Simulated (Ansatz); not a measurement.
Consider the formal exchange of groups at the Si–N bond: `O=C=N[SiH3]` + `[CH2]1[CH2][GaH]1` → `[SiH3][CH]1[CH2][GaH]1` + `N=C=O`.

Gas-phase electronic energies from Ansatz, PBE0-D4/def2-TZVP geometries. CCSD(T)/CBS is the MP2 limit (def2-TZVPP, def2-QZVPP) plus CCSD(T) − MP2 in def2-TZVPP, frozen cores. This one scheme is used for every species. Functionals use def2-TZVPP. B3LYP here is the variant with VWN-RPA as its local correlation; programs differ in this. For Ga outer-core shells are correlated without core-valence functions, which leaves a few kJ/mol of doubt a bond. Scalar relativity is left out up to krypton. Each species was taken in one conformer, which may not be the lowest.

| level | ΔE (kcal/mol) | difference from CCSD(T)/CBS |
| --- | --- | --- |
| PBE-D4 | -0.2 | -6.4 |
| r2SCAN-D4 | 5.3 | -0.9 |
| PBE0-D4 | 5.2 | -1.0 |
| B3LYP-D4 | 2.5 | -3.7 |
| ωB97X-V | 11.9 | 5.7 |
| ωB97M-V | 6.7 | 0.5 |
| B2PLYP | 7.6 | 1.4 |
| PBE | 1.5 | -4.7 |
| r2SCAN | 5.7 | -0.5 |
| PBE0 | 6.7 | 0.5 |
| B3LYP | 5.4 | -0.8 |
| HF/def2-TZVPP | 16.9 | 10.7 |
| MP2/def2-TZVPP | 12.2 | 6.0 |
| SCS-MP2/def2-TZVPP | 12.4 | 6.2 |
| CCSD/def2-TZVPP | 10.9 | 4.7 |
| CCSD(T)/def2-TZVPP | 8.3 | 2.1 |
| HF/def2-QZVPP | 17.2 | 11.0 |
| MP2/def2-QZVPP | 11.1 | 4.9 |
| SCS-MP2/def2-QZVPP | 11.7 | 5.5 |
| HF/CBS(def2) | 17.2 | 11.0 |
| MP2/CBS(def2) | 10.2 | 4.0 |
| CCSD/CBS(def2) | 8.9 | 2.7 |
| CCSD(T)/CBS | 6.2 | 0 |

Largest T1 diagnostic among the species: 0.018.

From PBE to PBE0 (25 % exact exchange), in def2-TZVPP and without D4, ΔE moves by +5.2 kcal/mol. In def2-TZVPP, CCSD(T) changes the Hartree–Fock value by −8.7 kcal/mol (the triples alone add −2.7 kcal/mol) and MP2 by −4.7 kcal/mol.
